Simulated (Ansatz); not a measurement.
`NB(O)O[SiH3]` + `N=[C](O)[GaH2]` → `O/[C]([GaH2])=N/[SiH3]` + `NB(O)O`  (ligand exchange at the Si–O bond)

Calculated with Ansatz (gas phase, PBE0-D4/def2-TZVP geometries, no zero-point term in ΔE). CCSD(T)/CBS adds triple-zeta CCSD(T) − MP2 to the extrapolated MP2 energy (def2 sets, frozen cores). This one scheme is used for every species. Functionals use def2-TZVPP. For Ga outer-core shells are correlated without core-valence functions, which leaves a few kJ/mol of doubt a bond. Scalar relativity is left out up to krypton. One conformer a species, not always the lowest.

```
    level  ΔE (kJ/mol)
r2SCAN-D4         22.2
  ωB97M-V         28.1
   B2PLYP         33.3
      PBE         19.9
```

(1) What does CCSD(T)/CBS give? (An estimate is asked.)

Largest T1 diagnostic among the species: 0.015.

## Answers

(1) Computed: +27.7 kJ/mol. The listed levels differ from it by -5.5, 0.4, 5.6, -7.8 kJ/mol.

The D4 term adds −5.9 kJ/mol with B3LYP and −3.1 kJ/mol with PBE0; it sums over pairs of atoms, weighted by their polarisabilities, and B3LYP, whose exchange is more repulsive, gets the larger term. In def2-TZVPP, CCSD(T) changes the Hartree–Fock value by −24.2 kJ/mol (the triples alone add −4.4 kJ/mol) and MP2 by −26.5 kJ/mol.

B3LYP here is the variant with VWN-RPA as its local correlation; programs differ in this.
